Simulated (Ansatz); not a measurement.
Reactions of FH₇OSi₃, SMILES `O[SiH2][SiH2][SiH2]F`.

Calculated with Ansatz (gas phase, PBE0-D4/def2-TZVP geometries, no zero-point term in ΔE). CBS: MP2 limit from def2 TZ/QZ plus the TZ coupled-cluster correction, frozen cores. This one scheme is used for every species. DFT in def2-TZVPP. Open shells (•) are unrestricted, without spin–orbit coupling. For Br, Se outer-core shells are correlated without core-valence functions, which leaves a few kJ/mol of doubt a bond. Scalar relativity is left out up to krypton. One conformer a species, not always the lowest.

```
                                                                         reaction  PBE-D4 (kcal/mol)  r2SCAN-D4 (kcal/mol)
                      `O[SiH2][SiH2][SiH2]F` + NH₃ → `N[SiH2][SiH2]F` + `O[SiH3]`               -3.4                  -6.5
                           `O[SiH2][SiH2][SiH2]F` → `F[SiH2]`• + `O[SiH2][SiH2]`•               75.3                  72.9
   `O[SiH2][SiH2][SiH2]F` + `[SiH3][SeH]` → `O[SiH2][Se][SiH3]` + `F[SiH2][SiH3]`              -15.5                 -17.3
`O[SiH2][SiH2][SiH2]F` + `N[Si](O)(O)O` → `O[SiH2]N[Si](O)(O)O` + `F[SiH2][SiH3]`              -14.9                 -18.4
                                 `O[SiH2][SiH2][SiH2]F` → `O[SiH](F)[SiH2][SiH3]`               -7.9                  -8.1
        `O[SiH2][SiH2][SiH2]F` + `O[SiH2]S` → `O[SiH2]S[SiH2]F` + `O[SiH2][SiH3]`              -14.3                 -16.4
          `O[SiH2][SiH2][SiH2]F` + `FB(F)Br` → `O[SiH2]B(F)Br` + `F[SiH2][SiH2]F`               12.9                  12.2
                             `O[SiH2][SiH2][SiH2]F` → `O[SiH2][SiH2]F` + `[SiH2]`               62.9                  65.1
                     `O[SiH2][SiH2][SiH2]F` + HCl → `O[SiH2][SiH2][SiH2]Cl` + H–F                5.6                   7.5
                              `O[SiH2][SiH2][SiH2]F` → `O[SiH2][SiH3]` + `F[SiH]`               50.4                  53.8
```

Give the CCSD(T)/CBS values in the same order. (Estimate.)

Computed: -7.8, 79.7, -18.3, -19.5, -7.3, -16.6, 10.0, 59.0, 7.0, 48.8 kcal/mol.

Largest T1 diagnostic: 0.015, for `F[SiH]`.
